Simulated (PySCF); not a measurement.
Job file and geometry (Å, from GFN2-xTB) of an NMR shielding run on SMILES F[SiH2]C[C@H](F)[SiH3], C₂H₈F₂Si₂, GIAO PBE0/pcSseg-1 NMR shielding, non-relativistic, gas phase (PySCF); density fitting, a coarse starting grid and PySCF grid level 2 are the driver's defaults:

```
$ OMP_NUM_THREADS=1 python probes_run.py task.json out

{"job": {"kind": "nmr", "xc": "PBE0", "basis": "pcSseg-1"}, "charge": 0, "multiplicity": 1}
F     -2.354747     1.104897    -1.444018
Si    -2.288263     0.239825    -0.082028
C     -0.483806     0.353956     0.511809
C      0.489704    -0.336326    -0.436522
F      0.146625    -1.688243    -0.519028
Si     2.328517    -0.233670     0.111897
H     -3.191482     0.918611     0.835534
H     -2.682140    -1.103555    -0.463027
H     -0.379606    -0.090391     1.502272
H     -0.181441     1.398805     0.598658
H      0.351770     0.048757    -1.454215
H      2.416653    -0.768014     1.470221
H      3.122538    -1.025296    -0.822557
H      2.705000     1.180170     0.079233
```

Question: Write the output of this run.

Answer: 
```
coarse grid: 12552 points
cycle   1  E = -859.0288125841  dE =  2.702e-01  |g| = 6.897e-01  |ddm| = 3.206e+00
cycle   2  E = -858.9536085627  dE =  7.520e-02  |g| = 1.015e+00  |ddm| = 1.213e+00
cycle   3  E = -859.1075963261  dE = -1.540e-01  |g| = 6.580e-02  |ddm| = 7.456e-01
cycle   4  E = -859.1082379171  dE = -6.416e-04  |g| = 3.325e-02  |ddm| = 7.192e-02
cycle   5  E = -859.1084971457  dE = -2.592e-04  |g| = 4.735e-03  |ddm| = 3.055e-02
cycle   6  E = -859.1085018423  dE = -4.697e-06  |g| = 1.091e-03  |ddm| = 5.315e-03
final grid: 112456 points
cycle   7  E = -859.1545037559  dE = -2.916e-05  |g| = 7.629e-03  |ddm| = 1.950e-02
cycle   8  E = -859.1544915263  dE =  1.223e-05  |g| = 1.103e-02  |ddm| = 1.372e-02
cycle   9  E = -859.1545166489  dE = -2.512e-05  |g| = 7.857e-04  |ddm| = 7.532e-03
cycle  10  E = -859.1545167383  dE = -8.938e-08  |g| = 2.706e-04  |ddm| = 7.860e-04
cycle  11  E = -859.1545167508  dE = -1.246e-08  |g| = 3.638e-05  |ddm| = 2.219e-04
cycle  12  E = -859.1545167510  dE = -2.449e-10  |g| = 7.139e-06  |ddm| = 4.377e-05
converged SCF energy = -859.1545167510

GIAO shielding tensors (ppm)
atom      isotropic    diamagn.    paramagn.     s11        s22        s33       span
  0 F      405.157     469.218     -64.060    369.770    408.269    437.433     67.663
  1 Si     347.179     877.149    -529.970    300.500    329.975    411.064    110.564
  2 C      161.243     255.043     -93.800    147.660    161.408    174.660     27.000
  3 C      102.251     247.457    -145.206     54.204     76.990    175.560    121.356
  4 F      413.974     475.895     -61.921    375.463    399.439    467.019     91.555
  5 Si     414.206     879.763    -465.557    376.571    406.226    459.822     83.252
  6 H       26.498      27.939      -1.441     22.886     24.974     31.634      8.748
  7 H       26.312      28.689      -2.377     22.949     25.304     30.683      7.734
  8 H       30.556      32.579      -2.023     26.547     29.980     35.142      8.595
  9 H       30.502      32.523      -2.020     26.007     29.709     35.790      9.783
 10 H       26.371      31.763      -5.392     24.406     26.265     28.442      4.036
 11 H       27.878      29.145      -1.267     24.844     26.686     32.104      7.260
 12 H       27.493      28.639      -1.146     24.001     25.548     32.931      8.931
 13 H       27.909      29.016      -1.107     24.659     26.206     32.863      8.204
```

Question: Turn these shieldings into chemical shifts. Scale: CFCl3 for $^{19}$F (σ = 170.95 ppm); TMS for $^{29}$Si (σ = 349.16 ppm) and $^{13}$C (σ = 186.93 ppm) and $^{1}$H (σ = 31.72 ppm) (reference shieldings calculated alike).

Answer: Averaging equivalent atoms: F 0: -234.2; F 4: -243.0; Si 1: 2.0; Si 5: -65.0; C 3: 84.7; C 2: 25.7; H 7: 5.41; H 10: 5.35; H 6: 5.22; H 11/12/13: 3.96; H 9: 1.21; H 8: 1.16 ppm. Unscaled 19F shifts against computed CFCl3 carry errors that often reach 10 to 50 ppm.

Size and cost of the density-fitted run: 156 basis functions, 17 s wall time on 1 thread of an Arm Neoverse V2, shared host; peak memory 0.72 GiB.
